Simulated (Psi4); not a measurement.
Psi4 input (wB97X-D/6-31G*):

```
memory 1500 MB

molecule {
1 1
C     1.88798500    0.66839400   -0.01309500
O     0.76101900   -0.21517200    0.40905700
B    -0.63666900   -0.17554500   -0.03820800
O    -1.33592700   -1.13032600    0.57133300
O    -0.85677600    0.78795000   -0.92711500
H     2.24247700    1.17508900    0.87833000
H     2.63925200    0.02805000   -0.46320600
H     1.45829700    1.35753800   -0.72941100
H     0.98120200   -0.90116400    1.06071500
H    -2.27565000   -1.24907000    0.39492700
H    -1.73667700    0.91729600   -1.29794900
symmetry c1
no_reorient
no_com
}

set {
  basis 6-31G*
  reference rks
  scf_type pk
  dft_radial_points 99
  dft_spherical_points 590
  e_convergence 1e-8
  d_convergence 1e-7
  maxiter 150
}

e = energy('wb97x-d')
print_out(f'\nFINAL {e:.10f} DIPOLE {variable("CURRENT DIPOLE")[0]:.6f} {variable("CURRENT DIPOLE")[1]:.6f} {variable("CURRENT DIPOLE")[2]:.6f}\n')
```

Output:

```
   => Loading Basis Set <=

    Name: 6-31G*
    Role: ORBITAL
    Keyword: BASIS
    atoms 1      entry C          line   111 file 6-31gs.gbs
    atoms 2, 4-5 entry O          line   145 file 6-31gs.gbs
    atoms 3      entry B          line    94 file 6-31gs.gbs
    atoms 6-11   entry H          line    44 file 6-31gs.gbs

   => WB97X-D: Empirical Dispersion <=

    Chai and Head-Gordon Dispersion Correction
    Chai, J.-D.; Head-Gordon, M. (2010), J. Chem. Phys., 132: 6615-6620

        s6 =       1.000000

         ---------------------------------------------------------
                                   SCF
               by Justin Turney, Rob Parrish, Andy Simmonett
                          and Daniel G. A. Smith
                              RKS Reference
         ---------------------------------------------------------

  ==> Geometry <==

    Molecular point group: c1
    Full point group: C1

    Geometry (in Angstrom), charge = 1, multiplicity = 1:

       Center              X                  Y                   Z               Mass
    ------------   -----------------  -----------------  -----------------  -----------------
         C            1.887985000000     0.668394000000    -0.013095000000    12.000000000000
         O            0.761019000000    -0.215172000000     0.409057000000    15.994914619570
         B           -0.636669000000    -0.175545000000    -0.038208000000    11.009305360000
         O           -1.335927000000    -1.130326000000     0.571333000000    15.994914619570
         O           -0.856776000000     0.787950000000    -0.927115000000    15.994914619570
         H            2.242477000000     1.175089000000     0.878330000000     1.007825032230
         H            2.639252000000     0.028050000000    -0.463206000000     1.007825032230
         H            1.458297000000     1.357538000000    -0.729411000000     1.007825032230
         H            0.981202000000    -0.901164000000     1.060715000000     1.007825032230
         H           -2.275650000000    -1.249070000000     0.394927000000     1.007825032230
         H           -1.736677000000     0.917296000000    -1.297949000000     1.007825032230

  Running in c1 symmetry.

  Rotational constants: A =      0.29192  B =      0.12615  C =      0.08963 [cm^-1]
  Rotational constants: A =   8751.55237  B =   3781.97403  C =   2687.08189 [MHz]
  Nuclear repulsion =  183.936353009521014

  Charge       = 1
  Multiplicity = 1
  Electrons    = 40
  Nalpha       = 20
  Nbeta        = 20

  ==> Algorithm <==

  SCF Algorithm Type is PK.
  DIIS enabled.
  MOM disabled.
  Fractional occupation disabled.
  Guess Type is SAD.
  Energy threshold   = 1.00e-08
  Density threshold  = 1.00e-07
  Integral threshold = 1.00e-12

  ==> Primary Basis <==

  Basis Set: 6-31G*
    Blend: 6-31G*
    Number of shells: 42
    Number of basis functions: 87
    Number of Cartesian functions: 87
    Spherical Harmonics?: false
    Max angular momentum: 2

  ==> DFT Potential <==

   => LibXC <=

    Version 7.1.2
    S. Lehtola, C. Steigemann, M. J. T. Oliveira, and M. A. L. Marques,  SoftwareX 7, 1–5 (2018) (10.1016/j.softx.2017.11.002)

   => Composite Functional: WB97X-D <=

    wB97X-D Hyb-GGA Exchange-Correlation Functional

    J.-D. Chai and M. Head-Gordon,  Phys. Chem. Chem. Phys. 10, 6615–6620 (2008) (10.1039/B810189B)

    Deriv               =              1
    GGA                 =           TRUE
    Meta                =          FALSE

    Exchange Hybrid     =           TRUE
    MP2 Hybrid          =          FALSE

   => Exchange-Correlation Functionals <=

    1.0000   wB97X-D range-separated functional

   => Exact (HF) Exchange <=

    0.7780            HF,LR [omega = 0.2000]
    0.2220               HF

   => LibXC Density Thresholds  <==

    XC_HYB_GGA_XC_WB97X_D:  1.00E-14

   => Molecular Quadrature <=

    Radial Scheme          =       TREUTLER
    Pruning Scheme         =           NONE
    Nuclear Scheme         =       TREUTLER

    Blocking Scheme        =         OCTREE
    BS radius alpha        =              1
    Pruning alpha          =              1
    Radial Points          =             99
    Spherical Points       =            590
    Total Points           =         604096
    Total Blocks           =           4281
    Max Points             =            256
    Max Functions          =             85
    Weights Tolerance      =       1.00E-15

  ==> Integral Setup <==

  Using in-core PK algorithm.
   Calculation information:
      Number of atoms:                  11
      Number of AO shells:              42
      Number of primitives:             99
      Number of atomic orbitals:        87
      Number of basis functions:        87

      Integral cutoff                 1.00e-12
      Number of threads:                 1

  Performing in-core PK
  Using 21986118 doubles for integral storage.
  We computed 376674 shell quartets total.
  Whereas there are 408156 unique shell quartets.

  Computing range-separated integrals for PK
  We computed 376674 wK shell quartets total.
  Whereas there are 408156 wK unique shell quartets.

  ==> DiskJK: Disk-Based J/K Matrices <==

    J tasked:                  Yes
    K tasked:                  Yes
    wK tasked:                 Yes
    Omega:               2.000E-01
    Schwarz Cutoff:          1E-12


  Cached 50.0% of DFT collocation blocks in 0.608 [GiB].

  Minimum eigenvalue in the overlap matrix is 7.0822518718E-03.
  Reciprocal condition number of the overlap matrix is 1.0485420163E-03.
    Using symmetric orthogonalization.

  ==> Pre-Iterations <==

  SCF Guess: Superposition of Atomic Densities via on-the-fly atomic UHF (no occupation information).

   -------------------------
    Irrep   Nso     Nmo
   -------------------------
     A         87      87
   -------------------------
    Total      87      87
   -------------------------

  ==> Iterations <==

                        Total Energy        Delta E     RMS |[F,P]|

   @RKS iter SAD:  -291.41676871009628   -2.91417e+02   0.00000e+00
   @RKS iter   1:  -291.79430062339964   -3.77532e-01   8.52967e-03 DIIS/ADIIS
   @RKS iter   2:  -291.81977552856341   -2.54749e-02   8.38194e-03 DIIS/ADIIS
   @RKS iter   3:  -291.99928169665600   -1.79506e-01   5.45760e-04 DIIS/ADIIS
   @RKS iter   4:  -292.00014455782627   -8.62861e-04   2.14256e-04 DIIS/ADIIS
   @RKS iter   5:  -292.00028099241945   -1.36435e-04   7.34200e-05 DIIS
   @RKS iter   6:  -292.00029535988159   -1.43675e-05   1.71495e-05 DIIS
   @RKS iter   7:  -292.00029631142058   -9.51539e-07   3.20482e-06 DIIS
   @RKS iter   8:  -292.00029636220495   -5.07844e-08   9.32704e-07 DIIS
   @RKS iter   9:  -292.00029636622924   -4.02429e-09   2.66032e-07 DIIS
   @RKS iter  10:  -292.00029636646872   -2.39481e-10   1.35665e-07 DIIS
   @RKS iter  11:  -292.00029636652579   -5.70708e-11   2.15982e-08 DIIS
  Energy and wave function converged.

  ==> Post-Iterations <==

   Electrons on quadrature grid:
      Ntotal   =   39.9999985606 ; deviation = -1.439e-06

    Orbital Energies [Eh]
    ---------------------

    Doubly Occupied:

       1A    -19.595776     2A    -19.494510     3A    -19.492911
       4A    -10.561824     5A     -7.155414     6A     -1.437499
       7A     -1.343270     8A     -1.326092     9A     -1.038998
      10A     -0.947860    11A     -0.875004    12A     -0.835068
      13A     -0.795730    14A     -0.783894    15A     -0.711809
      16A     -0.699092    17A     -0.693727    18A     -0.639487
      19A     -0.638377    20A     -0.616028

    Virtual:

      21A     -0.082014    22A     -0.036784    23A     -0.014703
      24A     -0.005717    25A      0.024531    26A      0.043882
      27A      0.074076    28A      0.077175    29A      0.095347
      30A      0.150624    31A      0.238808    32A      0.294930
      33A      0.347266    34A      0.417314    35A      0.444252
      36A      0.472702    37A      0.474163    38A      0.522760
      39A      0.688714    40A      0.701915    41A      0.734041
      42A      0.735143    43A      0.765626    44A      0.803757
      45A      0.817796    46A      0.822165    47A      0.838246
      48A      0.879291    49A      0.894147    50A      0.962205
      51A      0.984563    52A      1.007615    53A      1.043374
      54A      1.092496    55A      1.161209    56A      1.293336
      57A      1.347266    58A      1.367185    59A      1.368944
      60A      1.421073    61A      1.479547    62A      1.557826
      63A      1.597715    64A      1.625060    65A      1.687295
      66A      1.791495    67A      1.814491    68A      1.842899
      69A      1.983189    70A      2.022193    71A      2.107459
      72A      2.126751    73A      2.162592    74A      2.237706
      75A      2.276161    76A      2.389366    77A      2.427596
      78A      2.464562    79A      2.643433    80A      2.668470
      81A      2.860676    82A      2.897602    83A      3.491087
      84A      3.704968    85A      3.794253    86A      3.979539
      87A      4.169378

    Final Occupation by Irrep:
              A
    DOCC [    20 ]
    NA   [    20 ]
    NB   [    20 ]

  @RKS Final Energy:  -292.00029636652579

   => Energetics <=

    Nuclear Repulsion Energy =            183.9363530095210137
    One-Electron Energy =                -754.8949236341402411
    Two-Electron Energy =                 304.8612907942170409
    DFT Exchange-Correlation Energy =     -25.8996557574384276
    Empirical Dispersion Energy =          -0.0033607786851307
    VV10 Nonlocal Energy =                  0.0000000000000000
    Total Energy =                       -292.0002963665257880

Computation Completed

Properties will be evaluated at   0.000000,   0.000000,   0.000000 [a0]

Properties computed using the SCF density matrix

 Multipole Moments:

 ------------------------------------------------------------------------------------
     Multipole            Electronic (a.u.)      Nuclear  (a.u.)        Total (a.u.)
 ------------------------------------------------------------------------------------

 L = 1.  Multiply by 2.5417464519 to convert [e a0] to [Debye]
 Dipole X            :          0.0989200           -0.0000113            0.0989087
 Dipole Y            :         -0.0974865           -0.0000113           -0.0974979
 Dipole Z            :          0.1126252           -0.0000076            0.1126176
 Magnitude           :                                                    0.1788057

 ------------------------------------------------------------------------------------

FINAL -292.0002963665 DIPOLE 0.098909 -0.097498 0.112618

*** Psi4 exiting successfully. Buy a developer a beer!
```

The dipole moment of an ion depends on the origin.

The geometry given is a B3LYP-D3(BJ)/def2-TZVP minimum.
